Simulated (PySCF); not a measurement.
**Energy of V²⁺ (vanadium, charge +2) between two integer charges**

The 3d alpha orbital of [Ar] 3d3 is emptied in steps (occupation f), with all orbitals relaxed, ending at [Ar] 3d2. Calculation: PySCF 2.14, in aug-pcseg-2 (7s5p4d3f2g, 81 functions); the non-relativistic Hamiltonian (point nucleus). The exact energy is a straight line in f; departures are measured from the line between the end points of the same method.

| f | PBE0 (eV) | r2SCAN (eV) | LC-wPBE (eV) |
| --- | --- | --- | --- |
| 1 | 0.000 | 0.000 | 0.000 |
| 0.9 | -0.474 | -0.636 | -0.225 |
| 0.7 | -1.115 | -1.493 | -0.535 |
| 0.5 | -1.337 | -1.786 | -0.648 |
| 0.3 | -1.130 | -1.506 | -0.553 |
| 0.1 | -0.487 | -0.646 | -0.240 |
| 0 | 0.000 | 0.000 | 0.000 |

| method | E(f=0) − E(f=1) (eV) | −ε at f=1 (eV) | −ε at f=0.5 (eV) |
| --- | --- | --- | --- |
| PBE0 | 30.046 | 24.794 | 30.001 |
| r2SCAN | 30.145 | 23.099 | 30.109 |
| LC-wPBE | 30.119 | 27.636 | 30.066 |

Orbital energy along the path (eV):

| f | PBE0 | r2SCAN | LC-wPBE |
| --- | --- | --- | --- |
| 1 | -24.794 | -23.099 | -27.636 |
| 0.9 | -25.810 | -24.469 | -28.094 |
| 0.7 | -27.881 | -27.260 | -29.053 |
| 0.5 | -30.001 | -30.109 | -30.066 |
| 0.3 | -32.164 | -32.993 | -31.130 |
| 0.1 | -34.363 | -35.887 | -32.239 |
| 0 | -35.473 | -37.329 | -32.807 |

Reference removal energy between the ground levels: 29.311 eV (measured; NIST Atomic Spectra Database, ionization energies). The calculation has no spin-orbit coupling. The determinant left behind need not be the lowest term of the ion.
